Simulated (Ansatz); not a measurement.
`B[Si](Cl)(Cl)Cl` → `BCl` + `Cl[Si]Cl` at 298.15 K and 1 bar (silylene loss).

Computed with Ansatz on PBE0-D4/def2-TZVP structures; ΔE is electronic, products minus reactants. CBS: MP2 limit from def2 TZ/QZ plus the TZ coupled-cluster correction, frozen cores. This one scheme is used for every species.

| species | CCSD(T)/CBS energy (Eh) | H − E (kJ/mol) | S (J/(mol·K)) |
| --- | --- | --- | --- |
| `B[Si](Cl)(Cl)Cl` | -1694.53226 | 89.9 | 369.4 |
| `BCl` | -485.78909 | 65.8 | 234.3 |
| `Cl[Si]Cl` | -1208.69388 | 19.9 | 281.9 |

H − E and S are ideal-gas, rigid-rotor, harmonic terms from PBE0-D4/def2-TZVP. 1 Eh = 2625.50 kJ/mol, R = 8.31446 J/(mol·K).

By hand: ΔE, ΔH, ΔS and ΔG.

ΔE = (-485.78909) + (-1208.69388) − (-1694.53226) = 0.04929 Eh = 129.4 kJ/mol. Δ(H − E) = 65.8 + 19.9 − 89.9 = -4.2, so ΔH = 125.2 kJ/mol. ΔS = 234.3 + 281.9 − 369.4 = 146.8 J/(mol·K). ΔG = 125.2 − 298.15 × (146.8)/1000 = 81.4 kJ/mol.

By hand: the equilibrium constant, and the temperature at which ΔG would vanish if ΔH and ΔS stayed fixed.

log₁₀ K = −ΔG/(RT ln 10) = -14.3. ΔG = 0 at ΔH/ΔS = 853 K.

The number of gas molecules changes by +1, which sets the sign of ΔS. A doubt of 5 kJ/mol in ΔE shifts log₁₀ K by 0.9 here. These are equilibria of isolated gas molecules and say nothing of rates. Largest T1 diagnostic: 0.013 (customary marks: 0.02 for closed shells, 0.045 for open ones).
